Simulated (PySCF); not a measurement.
From one molecule to another.

First species: C3H2ClNSe.
Structure used (PBE0-D3(BJ)/def2-SVP), in Å, numbered top down from 1:
```
atom  x, y, z in Å
Cl1    2.4559   -0.1796   -0.2121
C2     0.7530    0.0241   -0.0733
C3    -0.1315   -1.0816    0.1588
N4    -1.4083   -0.8433    0.2513
Se5   -1.7038    0.9281    0.0449
C6     0.1053    1.2234   -0.1697
H7     0.2311   -2.1107    0.2597
H8     0.5589    2.1985   -0.3424
```

Second species: C8H16Ge.
SMILES with atom numbers: `[CH3:1][C:2]([CH3:3])([CH3:4])[GeH:5]1[CH2:6][CH:7]=[CH:8][CH2:9]1` (hydrogens: H10, H11, H12 on C1; H13, H14, H15 on C3; H16, H17, H18 on C4; H19 on Ge5; H20, H21 on C6; H22 on C7; H23 on C8; H24, H25 on C9)

Geometry (PBE0-D3(BJ)/def2-SVP, Å), atoms numbered from 1 in this order:
```
atom  x, y, z in Å
C1    -2.3265    1.3491    0.7057
C2    -1.5961    0.4482   -0.2888
C3    -2.3801    0.3627   -1.5973
C4    -1.4063   -0.9473    0.3044
Ge5    0.1896    1.2209   -0.6633
C6     1.3209    0.0360   -1.7647
C7     2.3849   -0.3945   -0.7935
C8     2.4248    0.1177    0.4464
C9     1.4070    1.1321    0.8885
H10   -1.7804    1.4356    1.6591
H11   -3.3270    0.9402    0.9367
H12   -2.4707    2.3665    0.3076
H13   -1.8724   -0.2750   -2.3392
H14   -2.5276    1.3554   -2.0525
H15   -3.3810   -0.0719   -1.4216
H16   -0.8387   -0.9201    1.2481
H17   -2.3858   -1.4100    0.5224
H18   -0.8716   -1.6196   -0.3853
H19    0.0293    2.6438   -1.2475
H20    0.7607   -0.8262   -2.1656
H21    1.7505    0.5562   -2.6373
H22    3.1353   -1.1294   -1.1086
H23    3.2081   -0.1981    1.1458
H24    1.8724    2.1062    1.1146
H25    0.8892    0.8166    1.8106
```

Levels: CAM-B3LYP/def2-SVPD for HOMO energy, LUMO energy, HOMO–LUMO gap and static isotropic polarisability; TDDFT CAM-B3LYP/def2-SVPD for lowest singlet excitation; TDA CAM-B3LYP/def2-SVPD for lowest triplet excitation (Tamm–Dancoff); ΔSCF CAM-B3LYP/def2-SVPD for vertical ionisation energy. Geometries: PBE0-D3(BJ)/def2-SVP. Each species is one conformer at its optimised geometry, gas phase, non-relativistic unless stated. Electronic properties by PySCF.

| property | column X | column Y |
| --- | --- | --- |
| HOMO energy | -8.23 eV | -8.45 eV |
| LUMO energy | 1.22 eV | -0.51 eV |
| HOMO–LUMO gap | 9.45 eV | 7.94 eV |
| lowest singlet excitation | 6.69 eV | 4.96 eV |
| lowest triplet excitation (Tamm–Dancoff) | 4.28 eV | 3.61 eV |
| static isotropic polarisability | 122.0 au | 78.2 au |
| vertical ionisation energy | 8.89 eV | 9.29 eV |

Question: Which column belongs to which species?

Answer: Column X is the second species and column Y the first. The first has 8 atoms and 78 electrons, the second 25 and 96.

Question: How does each property change from the first species to the second?

Answer: HOMO energy +0.22 eV; LUMO energy +1.73 eV; HOMO–LUMO gap +1.51 eV; lowest singlet excitation +1.73 eV; lowest triplet excitation (Tamm–Dancoff) +0.67 eV; static isotropic polarisability +43.8 au; vertical ionisation energy -0.40 eV.

On the first: No computed singlet falls in the visible range (750 to 380 nm, 1.65 to 3.26 eV); S1 lies 1.70 eV above its blue end. The polarisability is 11.59 Å³ as a volume (1 au = 0.148185 Å³), or 1.00 au for each of the 78 electrons. Relativistic effects, spin–orbit coupling among them, are left out although an element past zinc is present.

On the second: The polarisability is 18.08 Å³ as a volume (1 au = 0.148185 Å³), or 1.27 au for each of the 96 electrons. The principal polarisabilities are 108.5, 121.9 and 135.7 au; their mean is the isotropic value. The calculation is non-relativistic and has no spin–orbit coupling, an omission that weighs most on germanium.
